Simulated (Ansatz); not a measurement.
Input for Ansatz (a quantum-chemistry and plane-wave program): U-CCSD(T)/cc-pVTZ on N-methylmethanimine (SMILES C=NC), a point of a bond scan (R = 1.474 Å).

Ansatz 0.2 input:
```yaml
crystal:
  periodic: [false, false, false]
  atoms:
    - {symbol: C, position_ang: [1.09069108, -0.37559261, -0.00393688]}
    - {symbol: N, position_ang: [-0.03957995, 0.49981348, 0.22469474]}
    - {symbol: C, position_ang: [-1.18031655, 0.10627319, -0.13438406]}
    - {symbol: H, position_ang: [2.07794947, 0.32745603, -0.84338705]}
    - {symbol: H, position_ang: [1.57679907, -0.58337547, 0.95167335]}
    - {symbol: H, position_ang: [0.82081943, -1.32611686, -0.48490084]}
    - {symbol: H, position_ang: [-1.36081453, -0.86665491, -0.61180338]}
    - {symbol: H, position_ang: [-2.04398507, 0.74818524, 0.02784514]}
basis:
  gaussian:
    orbitals: cc-pVTZ
correlation: {method: ccsd_t, electrons: outside_noble_gas}
scf: {omitted_lower_state_checks: [cluster_reference]}
magnetization: {spin_polarized: true, initial_magnetization: 0}
```

Output:

```
WARN ansatz: RAYON_NUM_THREADS=1 ignored (pool sized by the plan → 1); use --threads N
Functional definition: HF
these checks for a lower state are left out or cut short: cluster_reference
integrals: 0.70 GiB planned
907 factors; integrals over basis functions are off by at most 1.2e-3 eV
mean field: 0.43 GiB planned
mean field evaluation 1: about -3618.6809 eV, gradient 1.9e1 eV
mean field evaluation 2: about -3618.6833 eV, gradient 1.9e1 eV
mean field evaluation 4: about -3620.6653 eV, gradient 3.0e0 eV
mean field evaluation 8: about -3620.7197 eV, gradient 3.2e-4 eV
mean field evaluation 16: about -3620.7107 eV, gradient 2.0e-1 eV
mean field evaluation 32: about -3620.7196 eV, gradient 1.2e-2 eV
mean field -3620.71972397 eV, -133.0589956439 hartree, gradient 2.3e-6 eV, S^2 0.000000; 2 other end points of the search recorded, 0 dependent functions left out
3 core orbitals not correlated
reference -3620.71972397 eV, -133.0589956439 hartree; 9, 9 occupied and 148, 148 virtual orbitals, 907 factors
second order -14.89984652 eV of doubles, -0.00000000 eV of singles
coupled cluster: 1.33 GiB planned
cycle   1  -15.14845487 eV  change   -2.5e-1 eV  update   8.9e-2
cycle   2  -15.59228251 eV  change   -4.4e-1 eV  update   2.9e-2
cycle   3  -15.69126622 eV  change   -9.9e-2 eV  update   1.4e-2
cycle   4  -15.68806340 eV  change    3.2e-3 eV  update   3.4e-3
cycle   5  -15.68826517 eV  change   -2.0e-4 eV  update   1.4e-3
cycle   6  -15.68831284 eV  change   -4.8e-5 eV  update   3.5e-4
cycle   7  -15.68821858 eV  change    9.4e-5 eV  update   1.3e-4
cycle   8  -15.68823396 eV  change   -1.5e-5 eV  update   4.5e-5
cycle   9  -15.68823421 eV  change   -2.6e-7 eV  update   1.6e-5
perturbative correction -0.69351899 eV, -0.0254863530 hartree
Total energy: -3637.10147718 eV, -133.6610139704 hartree
Checks for a lower state left out: cluster_reference
```

The run converged.

Cost: very roughly 3 core-minutes.
